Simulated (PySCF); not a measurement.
Ge(F)2(Cl)(Me) (CH₃ClF₂Ge), SMILES [Ge]([F])([Cl])([CH3])[F]. Atoms are numbered in the order given.

```xyz
8

C     -1.5896    -1.2690     0.0000
Ge     0.0331    -0.2542     0.0000
F      1.0196    -0.6349     1.3612
F      1.0196    -0.6349    -1.3612
Cl    -0.2462     1.8566     0.0000
H     -2.1731    -1.0221     0.8971
H     -2.1731    -1.0221    -0.8971
H     -1.3445    -2.3400     0.0000
```
Charge 0, spin multiplicity 1.

Coordinates come from a PBE0-D3(BJ)/def2-SVP optimisation. The structure was generated by enumeration, and PubChem lists no compound with its InChIKey, so it may never have been made.

The numbers are results of PySCF with CAM-B3LYP/def2-TZVP, not measurements.

Gas-phase values at a fixed geometry.

Computed frontier levels, gap, dipole moment and polarisability:
```
Item                                                                                                           Result
---------------------------------------------------------------------------------------------  ----------------------
highest occupied level                                                                                      -11.02 eV
lowest empty level                                                                                            0.52 eV
orbital gap                                                                                                  11.54 eV
dipole moment                                                                                               0.698 e·Å
quadrupole, principal values (traceless, Buckingham form, about the centre of nuclear charge)  -3.87, -2.87, 6.74 D·Å
mean static polarisability                                                                       48.9 bohr³ (7.25 Å³)
polarisability, principal values                                                               41.8, 46.1, 58.9 bohr³
```
